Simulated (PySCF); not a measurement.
Static response to an electric field

C5H4F3NS.
Structure used (GFN2-xTB), in Å, numbered top down from 1:
```
atom  x, y, z in Å
C1    -2.4002   -0.3318   -1.6020
S2    -1.7916   -0.4327    0.1109
C3    -0.1235   -0.0106   -0.1233
F4     0.2336    0.2523   -1.3857
C5     0.7942    0.0621    0.8645
C6     0.4317   -0.2132    2.1982
N7     0.1544   -0.4339    3.2878
C8     2.2286    0.4355    0.5903
F9     3.0711   -0.5479    0.9857
F10    2.5842    1.5422    1.2844
H11   -2.2715    0.6779   -1.9793
H12   -1.8715   -1.0484   -2.2227
H13   -3.4543   -0.5831   -1.5535
H14    2.4141    0.6313   -0.4773
```

Level: PBE0/def2-SVPD (PySCF), static field, nuclei fixed, core orbitals frozen in the response. The polarisability tensor in these axes (au):

```
x   105.22   7.54  20.00
y     7.54  62.64  -1.77
z    20.00  -1.77 105.67
```

Question: Diagonalise the tensor; give its mean and Δα, where Δα² is half the sum of the squared differences of the eigenvalues.

Answer: Principal values 60.63, 87.19 and 125.72 au; mean 91.18 au = 13.51 Å³ = 15.03 × 10⁻⁴⁰ C²·m²/J; Δα = 56.68 au (62 % of the mean).

Question: What is the dipole moment, and where does it point?

Answer: (-3.05, 0.16, -6.13) D, 6.85 D in size, pointing from the negative to the positive side. Measured along this direction, the outermost atoms are N7 at the negative end and H13, H11 and H12 at the positive end.

Question: Find the Langevin capture rate constant for O2+ (31.990 u) meeting this molecule (167.002 u), k = 2.342 × 10⁻⁹ cm³/s × √(α in Å³ / reduced mass in u).

Answer: The reduced mass is 26.85 u, so k = 1.66 × 10⁻⁹ cm³/s. The formula leaves out the permanent dipole, which adds to the capture rate.

Question: What depolarisation ratio follows for Rayleigh scattering of linearly polarised light, taking the static tensor?

Answer: ρ = 3Δα²/(45ᾱ² + 4Δα²) = 9639.5/(374108 + 12852.7) = 0.0249.

Question: Refractivity n − 1 of an ideal gas of it at 273.15 K and 1 atm, from the electronic α?

Answer: N = p/kT = 2.6868 × 10¹⁹ cm⁻³, so n − 1 = 2π × N × 13.51 × 10⁻²⁴ cm³ = 2281 × 10⁻⁶ at long wavelengths.

Question: What molar refraction does this α imply?

Answer: Lorentz–Lorenz: R = (4π/3)N_A α = 2.5225 cm³/(mol·Å³) × 13.51 Å³ = 34.1 cm³/mol, in the limit of long wavelengths.

Question: In a dilute gas of rigid molecules at 273 K, how does the orientational term μ²/3kT compare with the electronic polarisability?

Answer: In Gaussian units μ²/3kT = 415.22 Å³ against 13.51 Å³, a ratio of 30.73; the Debye molar polarisation (4π/3)N_A(α + μ²/3kT) is 1081.5 cm³/mol, leaving out the vibrational part.

The structure is a single GFN2-xTB conformer in the gas phase; no vibrational or solvent corrections.

These values come from a run that also computed excited states. The run took 1.7 min of wall time (with the writing of density and orbital grids) on one thread of an Arm Neoverse N1, no GPU, on a shared host, and the process peaked at 1.0 GiB of memory.
